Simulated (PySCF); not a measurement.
## Correlation energy of F²⁺ (fluorine, charge +2)

[He] 2s2 2p3, high-spin 4S determinant. Calculation: PySCF 2.14, in aug-cc-pVQZ-DK (6s5p4d3f2g, 80 functions); the spin-free X2C one-electron Hamiltonian (Gaussian nucleus). Frozen: 1s2; 5 electrons correlated.

```tsv
level	correlation energy (mhartree)
CCSD	-122.91
(T)	-1.44
CCSD(T)	-124.35
```

Diagnostics: T1 = 0.0029, D1 = 0.0076, largest double amplitude 0.026.

Cost of the coupled-cluster step: of the order of 14 core-seconds, for 5 correlated electrons.

Iterations:

```
CC2 = 0
CCSD nocc = (np.int64(4), np.int64(1)), nmo = (79, 79)
frozen orbitals [[0], [0]]
max_cycle = 100
direct = 0
conv_tol = 1e-08
conv_tol_normt = 1e-06
diis_space = 8
diis_start_cycle = 0
Init t2, MP2 energy = -0.110003829034157
Init E_corr(UCCSD) = -0.110003829034269
cycle = 1  E_corr(UCCSD) = -0.120338809183901  dE = -0.0103349801  norm(t1,t2) = 0.0188557
cycle = 2  E_corr(UCCSD) = -0.12219360718698  dE = -0.001854798  norm(t1,t2) = 0.00581432
cycle = 3  E_corr(UCCSD) = -0.122935672349756  dE = -0.000742065163  norm(t1,t2) = 0.00215536
cycle = 4  E_corr(UCCSD) = -0.122903317868401  dE = 3.23544814e-05  norm(t1,t2) = 0.000261917
cycle = 5  E_corr(UCCSD) = -0.122907230283782  dE = -3.91241538e-06  norm(t1,t2) = 4.72929e-05
cycle = 6  E_corr(UCCSD) = -0.122907328821375  dE = -9.85375928e-08  norm(t1,t2) = 3.99814e-06
cycle = 7  E_corr(UCCSD) = -0.122907330764919  dE = -1.94354399e-09  norm(t1,t2) = 5.37842e-07
UCCSD converged
E(UCCSD) = -97.82249589702289  E_corr = -0.122907330764919
UCCSD(T) correction = -0.00144051336267469
```
